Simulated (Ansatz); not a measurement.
One change: `C[O][GeH2][SH]` becomes `C[O][GeH]([CH3])[SH]`.

Ansatz, PBE0-D4/def2-TZVP geometries, multiplicity 1. Each molecule was computed in one conformer, which needn't be the lowest.

Scalar relativity is left out up to krypton.

```json
{"property": "LUMO energy (PBE/def2-TZVPP) / eV", "`C[O][GeH2][SH]`": "-0.77"}
{"property": "HOMO energy (PBE0/def2-TZVPP) / eV", "`C[O][GeH2][SH]`": "-7.59"}
{"property": "HOMO–LUMO gap (ωB97M-V/def2-TZVPP) / eV", "`C[O][GeH2][SH]`": "11.88"}
{"property": "LUMO energy (PBE0/def2-TZVPP) / eV", "`C[O][GeH2][SH]`": "0.19"}
{"property": "HOMO–LUMO gap (PBE/def2-TZVPP) / eV", "`C[O][GeH2][SH]`": "5.54"}
{"property": "LUMO energy (ωB97M-V/def2-TZVPP) / eV", "`C[O][GeH2][SH]`": "2.07"}
```

**Question.** What does the change do to each property? (Best estimate.)

**Answer.** Ansatz gave: 
```
                               property  `C[O][GeH]([CH3])[SH]`  shift
      LUMO energy (PBE/def2-TZVPP) / eV                   -0.52   0.25
     HOMO energy (PBE0/def2-TZVPP) / eV                   -7.42   0.17
HOMO–LUMO gap (ωB97M-V/def2-TZVPP) / eV                   11.85  -0.03
     LUMO energy (PBE0/def2-TZVPP) / eV                    0.43   0.24
    HOMO–LUMO gap (PBE/def2-TZVPP) / eV                    5.62   0.08
  LUMO energy (ωB97M-V/def2-TZVPP) / eV                    2.20   0.13
```

With PBE0 the HOMO rises by 0.17 eV and the LUMO rises by 0.24 eV, so the gap widens by about 0.07 eV. PBE moves the HOMO by 0.17 eV and ωB97M-V by 0.16 eV.
